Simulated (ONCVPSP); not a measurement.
**Which change was made? (Gd, ONCV)**

```json
{
  "Element": "gadolinium",
  "Generator": "ONCVPSP 4.0.1",
  "Type": "optimised norm-conserving Vanderbilt (ONCV)",
  "Functional": "LDA (Perdew-Wang 92)",
  "Relativity": "scalar-relativistic",
  "Frozen core": "[Kr] 4d10",
  "Valence charge": "18",
  "Reference configuration": "4f7 5s2 5p6 5d1 6s1 6p1",
  "Partial waves": "5s+6s: rc 2.20 bohr, ncon 4, nbas 7, qcut 4.2 1/bohr, 2 projectors; 5p+6p: rc 2.25 bohr, ncon 5, nbas 8, qcut 5.8 1/bohr, 2 projectors; 5d: rc 3.00 bohr, ncon 3, nbas 7, qcut 6.2 1/bohr, 2 projectors, debl 1.1 Ha; 4f: rc 0.80 bohr, ncon 3, nbas 7, qcut 18.8 1/bohr, 2 projectors, debl 1.9 Ha",
  "Local potential": "polynomial inside 0.80 bohr (lpopt 5, dvloc0 2 Ha)",
  "Core correction": "Teter function, fcfact 2.75, rcfact 1.45"
}
```

Cutoffs, loose and tight: the cutoffs (Ha) at which the residual kinetic energy of the hardest occupied pseudo-wave falls to 1 and 0.1 mHa per electron. They do not see the model core or the augmentation charge, which bear on the density cutoff. Test errors are all-electron minus pseudo excitation energies from the reference, over the configurations 4f7 5s2 5p6 5d1 6s2 6p0; 4f7 5s2 5p6 5d1 6s1 6p0; 4f7 5s2 5p6 5d1 6s0 6p0; 4f6 5s2 5p6 5d1 6s2 6p0; variants that change the core or the reference have their own tests. The largest error is taken over the tests solved by every variant that gives reliable tests at all, those not shown here included: 4f7 5s2 5p6 5d1 6s0 6p0; 4f7 5s2 5p6 5d1 6s1 6p0; 4f7 5s2 5p6 5d1 6s2 6p0.

The base gives: outcome: generated; cutoff, loose: 158 Ha; cutoff, tight: 176 Ha; bound ghosts: s, p; GHOST(+) flags above zero: d; largest test error (meV): -5.1.

Q: After one change the result is: outcome: generated; cutoff, loose: 158 Ha; cutoff, tight: 176 Ha; bound ghosts: s, p, d; GHOST(+) flags above zero: none; largest test error (meV): -5.6. Which change was it?
A. d: rc 4.36
B. d: rc 3.54
C. d: rc 3.24

A: B. The others give: d: rc 3.24 → outcome: generated; cutoff, loose: 158 Ha; cutoff, tight: 176 Ha; bound ghosts: s, p; GHOST(+) flags above zero: none; largest test error (meV): -5.3 | d: rc 4.36 → outcome: generated; cutoff, loose: 158 Ha; cutoff, tight: 176 Ha; bound ghosts: s, p; GHOST(+) flags above zero: d; largest test error (meV): -9.0.
